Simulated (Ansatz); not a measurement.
Ansatz (a program for electronic structure) input:
A basis named .json is the Basis Set Exchange file of that set.

Ansatz 0.2 input:
```yaml
crystal:
  periodic: [false, false, false]
  atoms:
    - {symbol: Sn, position_ang: [-0.00000000, -0.00000000, -0.00000000]}
    - {symbol: H, position_ang: [0.62512032, -0.47874728, 1.49682175]}
    - {symbol: H, position_ang: [-0.36569028, 1.62694844, -0.28241660]}
    - {symbol: H, position_ang: [-0.25943004, -1.14820116, -1.21440515]}
basis:
  gaussian:
    orbitals: def2-QZVPP.json
total_charge: 1
magnetization: {spin_polarized: false}
correlation: {method: ccsd_t, electrons: outside_noble_gas}
```

**Question.** What final total energy does it print?

**Answer.** -214.91182 Eh (CCSD(T)/def2-QZVPP). The basis has 172 functions.
